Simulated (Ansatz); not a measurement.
```xyz
15

F     0.056    1.843   -2.194
C     0.299    0.517   -2.292
F    -0.186    0.091   -3.482
C    -0.419   -0.231   -1.197
O     0.212    0.135    0.022
C    -0.329   -0.372    1.145
F    -1.604    0.048    1.317
F    -0.377   -1.719    1.118
C     0.507    0.108    2.339
F     1.756   -0.373    2.228
F    -0.037   -0.364    3.472
H     1.383    0.365   -2.274
H    -1.473    0.056   -1.198
H    -0.323   -1.305   -1.374
H     0.536    1.202    2.371
```

Charge 0, multiplicity 1.

List the PBE0/def2-TZVPP orbital energies in eV (Ansatz 0.2.0). (Best estimate.)

Computed: Occupied: -675.19, -675.17, -675.02, -675.01, -674.82, -674.72, -524.71, -284.75, -283.35, -283.07, -280.71, -36.56, -35.82, -35.64, -34.51, -34.28, -34.01, -31.19, -23.26, -21.46, -19.29, -18.77, -17.28, -17.17, -17.10, -16.29, -16.10, -15.93, -15.59, -15.16, -14.00, -13.73, -13.45, -12.89, -12.76, -12.54, -12.38, -12.23, -12.13, -12.06, -11.88, -11.51, -10.28, -10.15, -9.84. Lowest empty: 1.34, 1.47, 1.77, 1.84, 2.34, 2.63, 2.94, 3.34.
